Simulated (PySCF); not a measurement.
# [VF4]- by CASSCF and spin-orbit coupling

[VF4]- holds V(III), d2, at total charge -1. The structure is a PBE0-D3(BJ)/def2-TZVP geometry optimised for multiplicity 3; coordination tetrahedral, point group Td, metal–donor distances 1.83 Å.

```
5

V     0.0000    0.0000    0.0000
F     1.0549    1.0549    1.0549
F     1.0549   -1.0549   -1.0549
F    -1.0549   -1.0549    1.0549
F    -1.0549    1.0549   -1.0549
```

Method (PySCF 2.14, density fitting): CASSCF(2,5) with orbitals averaged over all microstates of the shell, strongly contracted NEVPT2 on the averaged canonical orbitals; basis x2c-TZVPall on the metal, x2c-SVPall elsewhere; spin-free X2C; IEF-PCM dichloromethane; spin-orbit coupling by state interaction with the mean-field operator over all roots.

Spin-free states:

| 2S+1 | deg. | symmetry | free-ion term | CASSCF / cm⁻¹ | NEVPT2 / cm⁻¹ | f(ED) |
| --- | --- | --- | --- | --- | --- | --- |
| 3 | 1 | 3A2 | 3F 1.00 | 0 | 0 | – |
| 3 | 3 | 3T2 | 3F 1.00 | 8126 | 8693 | 0 |
| 1 | 2 | 1E | 1D 0.76 | 14486 | 12415 | – |
| 3 | 3 | 3T1 | 3F 0.92 | 13518 | 14181 | 5.6e-04 |
| 1 | 3 | 1T2 | 1D 0.84 | 22085 | 20594 | – |
| 1 | 1 | 1A1 | 1G 0.95 | 23693 | 21302 | – |
| 3 | 3 | 3T1 | 3P 0.92 | 24826 | 22900 | 1.0e-03 |
| 1 | 3 | 1T1 | 1G 1.00 | 26620 | 24911 | – |
| 1 | 2 | 1E | 1G 0.76 | 31672 | 30614 | – |
| 1 | 3 | 1T2 | 1G 0.84 | 33363 | 32096 | – |
| 1 | 1 | 1A1 | 1S 0.95 | 57855 | 50844 | – |

Energies are counted from the ground state at NEVPT2 level. Weights follow the labels. f(ED) is the electric-dipole oscillator strength from the ground state at the fixed geometry, without vibronic coupling; occupations, where given, run over the ligand-field orbitals from the lowest.

## Ligand-field fit

| cm⁻¹ | CASSCF |
| --- | --- |
| 10Dq | 7834 |
| B | 946 |
| B, free ion | 1086 |
| C | 3662 |
| C, free ion | 4071 |
| rms of the fit | 294 |

```json
{"orbital": "1", "CASSCF / cm⁻¹": "0", "metal share": "0.95", "main function": "degenerate set"}
{"orbital": "2", "CASSCF / cm⁻¹": "0", "metal share": "0.95", "main function": "degenerate set"}
{"orbital": "3", "CASSCF / cm⁻¹": "7834", "metal share": "0.90", "main function": "degenerate set"}
{"orbital": "4", "CASSCF / cm⁻¹": "7834", "metal share": "0.90", "main function": "degenerate set"}
{"orbital": "5", "CASSCF / cm⁻¹": "7834", "metal share": "0.90", "main function": "degenerate set"}
```

ζ = 179 cm⁻¹, against 209 for the free ion.

## Spin-orbit levels

```tsv
E / cm⁻¹	deg.	make-up
0.0	3	1.00 3A2
8631.7	1	1.00 3T2
8667.5	3	1.00 3T2
8708.5	2	0.99 3T2
8733.5	3	1.00 3T2
12414.1	2	0.98 1E
14078.8	3	1.00 3T1
14109.6	2	0.98 3T1
14307.8	3	1.00 3T1
14413.2	1	1.00 3T1
20579.4	3	0.99 1T2
21313.7	1	1.00 1A1
22749.8	1	1.00 3T1
22829.7	3	1.00 3T1
22992.1	2	1.00 3T1
23016.3	3	0.99 3T1
```

Only the lowest levels are listed: 36 of 45 states.

## Magnetism

The ground multiplet follows a spin Hamiltonian with S = 1, g = 1.925, 1.925, 1.925, D = 0 (spin-orbit part alone); the lowest levels hold 100 % of the spin-free ground state. μeff is 2.80 μB at 300 K and 2.73 μB at 10 K; the spin-only value is 2.83 μB.

```csv
T / K,χT / cm³ K mol⁻¹,μeff / μB
2,0.927,2.72
5,0.927,2.72
10,0.928,2.73
20,0.930,2.73
30,0.932,2.73
50,0.936,2.73
75,0.940,2.74
100,0.945,2.75
150,0.954,2.76
200,0.964,2.78
250,0.973,2.79
300,0.983,2.80
```

Powder magnetisation at 2 K: 0.41 μB at 0.5 T, 0.78 μB at 1 T, 1.32 μB at 2 T, 1.62 μB at 3 T, 1.85 μB at 5 T, 1.91 μB at 7 T.

No frequencies were computed for the optimised geometry. NEVPT2 on the d shell alone tends to put d–d bands too high for such charged or covalently bound ions.

The job took 4.2 s on one thread of Arm Neoverse V1 (shared host), with 104 basis functions, launched as `OMP_NUM_THREADS=1 python lf_run.py task.json out`.
